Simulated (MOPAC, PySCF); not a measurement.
C6H16O2Si, SMILES `CC[Si](OC)(CC)OC`, neutral singlet in the gas phase. 

Z-matrix (Å, degrees):
```
Si
O 1 1.6638
C 2 1.4084 1 124.82
H 3 1.1016 2 108.83 1 -172.68
H 3 1.1043 4 108.42 2 -121.63
H 3 1.1069 4 107.85 5 -116.83
O 1 1.6754 2 105.56 3 53.25
C 7 1.4036 1 126.14 2 -179.96
H 8 1.1020 7 109.05 1 -179.21
H 8 1.1071 9 107.73 7 122.16
H 8 1.1072 9 107.65 10 115.92
C 1 1.8719 2 106.40 3 171.40
H 12 1.1044 1 108.21 2 64.64
H 12 1.1059 13 105.55 1 -115.67
C 12 1.5352 13 110.56 14 -119.70
H 15 1.1010 12 110.63 13 -62.01
H 15 1.1019 16 107.01 12 121.21
H 15 1.1021 16 108.01 17 115.82
C 1 1.8813 2 110.72 3 -65.19
H 19 1.1051 1 107.59 2 65.22
H 19 1.1053 20 105.43 1 -116.13
C 19 1.5357 20 110.37 21 -119.14
H 22 1.1019 19 111.15 20 -64.30
H 22 1.1021 23 107.67 19 -123.09
H 22 1.1023 23 106.96 24 -115.01
```
Charge 0, multiplicity 1.

All levels are single points at this geometry (B3LYP-D3(BJ)/def2-SVP); Pople sets use spherical d functions. Orbital energies aren't observables, and empty levels follow the basis.

HF/6-31G* in PySCF gives dipole (D) = 1.80.

### Question
Estimate the dipole (D) from each of these levels: TPSSh-D3(BJ)/def2-TZVP in PySCF; B3LYP/6-31G* in PySCF; M06-2X/6-31G* in PySCF; PBE/6-31G* in PySCF; PM3 in MOPAC.

### Answer

```json
[
 {"level": "TPSSh-D3(BJ)/def2-TZVP in PySCF", "dipole (D)": "1.40"},
 {"level": "B3LYP/6-31G* in PySCF", "dipole (D)": "1.58"},
 {"level": "M06-2X/6-31G* in PySCF", "dipole (D)": "1.61"},
 {"level": "PBE/6-31G* in PySCF", "dipole (D)": "1.49"},
 {"level": "PM3 in MOPAC", "dipole (D)": "1.54"}
]
```
